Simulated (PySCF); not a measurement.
**Radial density of Cr⁺ (chromium, charge +1)**

UHF, [Ar] 3d5, high-spin 6S determinant. Calculation: PySCF 2.14, in def2-TZVP (6s4p4d1f, 45 functions); the non-relativistic Hamiltonian (point nucleus).

```csv
r (bohr),4πr²ρ (e/bohr),4πr²(ρα − ρβ)
0.000898,0.09020,0.0000
0.00151,0.2485,0.0000
0.00254,0.6677,0.0000
0.00427,1.740,-0.0001
0.00719,4.280,-0.0003
0.0121,9.586,-0.0006
0.0203,18.31,-0.0011
0.0342,27.00,-0.0013
0.0575,27.20,-0.0005
0.0968,21.77,0.0062
0.163,28.67,0.0797
0.274,26.54,0.5302
0.460,10.61,1.9938
0.775,13.53,3.5482
1.30,6.924,2.7358
2.19,1.149,0.8888
3.69,0.09664,0.0958
6.20,0.0005357,0.0005
```
